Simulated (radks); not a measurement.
Spherical quantum dot in the effective-mass picture: electrons in a hard-walled sphere of radius 5.66, with a point charge +1 (a donor) at the centre, all in effective atomic units (hartree* = m*/eps^2 hartree, bohr* = eps/m* bohr), one dielectric constant everywhere. Method: non-relativistic Kohn-Sham, PBE, spin-polarised, spherical densities; computed with a radial shooting solver with Libxc functionals. Levels are named by radial order and angular momentum (1s, 1p, 1d, 2s, ...), and open shells are averaged over m. Results are scaled to m* = 0.128 and eps = 13.9, for which hartree* = 18.03 meV and bohr* = 5.747 nm.

N = 14, configuration 1s2 1p6 1d(up 5, down 0) 2s(up 1, down 0). This is the lowest configuration that the search found. Occupied and some empty levels:

level,occupation,eigenvalue (meV),<r> (nm)
1s up,1,53.182,19.96
1s down,1,54.297,20.71
1p up,3,55.003,22.58
1p down,3,56.000,22.40
1d up,5,57.591,23.38
2s up,1,58.520,11.44
1d down,0,58.636,23.24
1f up,0,61.099,24.01
2s down,0,61.406,12.01
1f down,0,62.194,23.90
1g up,0,65.464,24.53
1g down,0,66.600,24.46
2p up,0,67.763,16.17
2p down,0,68.845,16.77

Energy (meV): total 386.748, kinetic 116.36, external -81.376, Hartree 420.78, exchange-correlation -69.021.
